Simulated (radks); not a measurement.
Spherical quantum dot in the effective-mass picture: electrons in a parabolic well V = omega^2 r^2 / 2 with omega = 2.41, all in effective atomic units (hartree* = m*/eps^2 hartree, bohr* = eps/m* bohr), one dielectric constant everywhere. Method: non-relativistic Kohn-Sham, PBEsol, spin-polarised, spherical densities; computed with a radial shooting solver with Libxc functionals. Levels are named by radial order and angular momentum (1s, 1p, 1d, 2s, ...), and open shells are averaged over m. At N = 8 the configuration is 1s2 1p6. Does electron 9 go into 2s up or 1d up?

Answer. Into 1d up. The total energies of the other choices lie higher by 0.245 hartree* (2s up).
